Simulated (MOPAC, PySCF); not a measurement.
Stepwise substitution at one centre (Al NH2-H). All species are isolated molecules in the gas phase. Strings in code marks are SMILES.

Quantity: vertical ionisation energy (energy after one electron is removed minus that of the parent at the parent's geometry), in eV.

Level 1: B3LYP/6-31G* // r2SCAN-D4/def2-TZVP (PySCF)
Level 2: minus the HOMO energy of HF/6-31G* // r2SCAN-D4/def2-TZVP (PySCF)
Level 3: minus the HOMO energy of PM3 // r2SCAN-D4/def2-TZVP (MOPAC)
Level 4: minus the HOMO energy of r2SCAN-D4/def2-TZVP (PySCF)

```
species        level 2  level 3  level 4
-------------  -------  -------  -------
`[AlH3]`         11.70    11.44     7.62
`[NH2][AlH2]`    10.73    10.36     6.48
```

What does level 1 give for each?


- `[AlH3]`: 11.23
- `[NH2][AlH2]`: 9.92
